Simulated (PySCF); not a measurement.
**Frontier levels across methods**

Compound: C₆H₁₂O.
Geometry (PBE0-D3(BJ)/def2-SVP, Å), atoms numbered from 1 in this order:
```
atom  x, y, z in Å
C1     2.6869   -0.5552    0.0471
O2     1.5980    0.1735    0.5165
C3     0.5742    0.3466   -0.4326
C4    -0.2044   -0.9574   -0.7254
C5    -1.6818   -0.5728   -0.6614
C6    -1.7116    0.4895    0.4340
C7    -0.4684    1.3266    0.1330
H8     3.4497   -0.5700    0.8385
H9     3.1303   -0.0960   -0.8598
H10    2.4273   -1.6032   -0.2004
H11    1.0211    0.7492   -1.3645
H12    0.0826   -1.4410   -1.6709
H13    0.0268   -1.6608    0.0919
H14   -2.3419   -1.4314   -0.4649
H15   -2.0047   -0.1302   -1.6198
H16   -2.6401    1.0797    0.4502
H17   -1.6130    0.0067    1.4208
H18   -0.0506    1.8409    1.0097
H19   -0.7037    2.0949   -0.6200
```

Basis pcSseg-1 throughout (PySCF), one geometry. Geometry: PBE0-D3(BJ)/def2-SVP, one conformer, isolated molecule.

Task: How do the orbital energies, the gap and the dipole change with the method?

Result: 
```csv
method,kind,HOMO (eV),LUMO (eV),gap (eV),μ (D),SCF cycles
BLYP,GGA,-5.49,0.55,6.04,1.05,15
OPBE,GGA,-5.55,0.78,6.33,1.05,15
B97-D,GGA,-5.63,0.68,6.30,1.07,14
B97-2,global hybrid,-6.89,1.40,8.28,1.15,12
PBE0,global hybrid,-7.15,1.37,8.52,1.16,12
mPW1PW91,global hybrid,-7.19,1.40,8.59,1.17,12
wB97X-D,range-separated hybrid,-9.07,3.19,12.26,1.19,13
LC-wPBE,range-separated hybrid,-9.89,3.55,13.44,1.24,12
HF,Hartree–Fock,-11.03,4.24,15.27,1.35,10
```

The HOMO spans 5.54 eV, from BLYP down to HF, and the gap runs from 6.04 eV (BLYP) to 15.27 eV (HF). Over the methods BLYP (0 %), OPBE (0 %), B97-D (0 %), B97-2 (21 %), PBE0 (25 %), mPW1PW91 (25 %), HF (100 %), a straight line through the gap against the share of exact exchange rises by 0.90 eV for each 10 % (correlation coefficient 0.999). The dipole ranges from 1.05 D (BLYP) to 1.35 D (HF). This basis has no diffuse functions.

The vertical ΔSCF ionisation energy at B3LYP/def2-SVPD is 9.30 eV; −ε(HOMO) comes closest to it with wB97X-D (9.07 eV).
